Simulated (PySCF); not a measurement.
# Correlation energy of Rh⁺ (rhodium, charge +1)

[Kr] 4d7 5s1, high-spin 5F determinant (an excited configuration). All numbers are calculated (PySCF 2.14, a scalar-relativistic core potential, in aug-cc-pwCVTZ-PP with ECP28MDF). Frozen: 4s2 4p6; 8 electrons correlated.

MP2 pair energies summed by pair of shells (mhartree):

```csv
pair,energy,share (%)
4d-4d,-169.19,83.1
4d-5s,-34.50,16.9
```

Total MP2 correlation energy: -203.69 mhartree.

Same-spin part -92.19 and opposite-spin part -111.50 mhartree; SCS-MP2 scales them by 1/3 and 6/5 to -164.53 mhartree.
